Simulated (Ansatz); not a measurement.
## Abstraction of Cl: C2H9ClSi2 + Si(CH3)Cl2 → C2H9Si2 + Si(CH3)Cl3

Gas-phase species: C2H9ClSi2 `C[SiH2][SiH](C)Cl`, singlet; Si(CH3)Cl2, doublet; C2H9Si2 `C[SiH][SiH2]C`, doublet; Si(CH3)Cl3 (methyltrichlorosilane), singlet. A radical takes Cl: the energy is the difference in strength between two Si–Cl bonds in different surroundings.

Shapes, held fixed at every level: PBE0-D4/def2-TZVP. Flexible molecules stand in one conformer, not always the lowest. Programs: Ansatz 0.2.0. Electronic energies: no zero-point or thermal term.

Estimate ΔE of this reaction.

The highest level, CCSD(T)/CBS estimate, gives ΔE = -10.9 kJ/mol; the levels span -12.7 to -4.5. The column of differences is taken from that level and isn't an error. No measured value is set beside it here. Open shells run unrestricted. The CBS estimate extrapolates MP2 from def2-TZVPP and def2-QZVPP and adds CCSD(T) − MP2 in the triple-zeta set, cores frozen.

```json
{"level": "HF/def2-TZVPP", "kind": "Hartree–Fock", "ΔE (kJ/mol)": "-4.5", "less CCSD(T)/CBS estimate": "+6.4"}
{"level": "PBE-D4/def2-TZVPP", "kind": "GGA", "ΔE (kJ/mol)": "-6.2", "less CCSD(T)/CBS estimate": "+4.7"}
{"level": "r2SCAN-D4/def2-TZVPP", "kind": "meta-GGA", "ΔE (kJ/mol)": "-8.9", "less CCSD(T)/CBS estimate": "+2.0"}
{"level": "PBE0-D4/def2-TZVPP", "kind": "global hybrid", "ΔE (kJ/mol)": "-9.0", "less CCSD(T)/CBS estimate": "+1.9"}
{"level": "CCSD(T)/def2-TZVPP", "kind": "coupled cluster or CI", "ΔE (kJ/mol)": "-12.7", "less CCSD(T)/CBS estimate": "-1.8"}
{"level": "CCSD/def2-TZVPP", "kind": "coupled cluster or CI", "ΔE (kJ/mol)": "-12.3", "less CCSD(T)/CBS estimate": "-1.4"}
{"level": "CCSD(T)/CBS estimate", "kind": "coupled cluster or CI", "ΔE (kJ/mol)": "-10.9", "less CCSD(T)/CBS estimate": "0.0"}
```
